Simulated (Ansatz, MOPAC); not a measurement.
Molecule: MoO₂Cl, net charge 1, singlet state. SMILES: [O]=[Mo+](=[O])[Cl]

Atoms: Mo1, O2, O3, Cl4. Bonds: Mo1-O2, Mo1-O3, Mo1-Cl4.

Bond lengths (Å) and angles (degrees) optimised at PM6 with MOPAC; PBE/6-31G* with LANL2DZ past Ar with Ansatz (a program for electronic structure); B3LYP/LANL2DZ with Ansatz, each started from the B3LYP-D3(BJ)/def2-TZVP structure (Ansatz) of the last column. A row stands for all coordinates that are equal there. 6-31G* holds six Cartesian d functions. No wavenumbers were computed at PBE/6-31G* with LANL2DZ past Ar, B3LYP/LANL2DZ, so these may be saddle points.

```tsv
coordinate	PM6	PBE/6-31G* with LANL2DZ past Ar	B3LYP/LANL2DZ	B3LYP-D3(BJ)/def2-TZVP
Mo1-O2	1.672	1.689	1.696	1.655
Mo1-Cl4	2.185	2.212	2.268	2.201
O2-Mo1-O3	105.8	103.9	104.0	105.0
O2-Mo1-Cl4	98.2	105.7	106.2	108.3
```

Mean signed difference of all 3 bond lengths from B3LYP-D3(BJ)/def2-TZVP: PM6 0.006 Å, PBE/6-31G* with LANL2DZ past Ar 0.026 Å, B3LYP/LANL2DZ 0.050 Å.
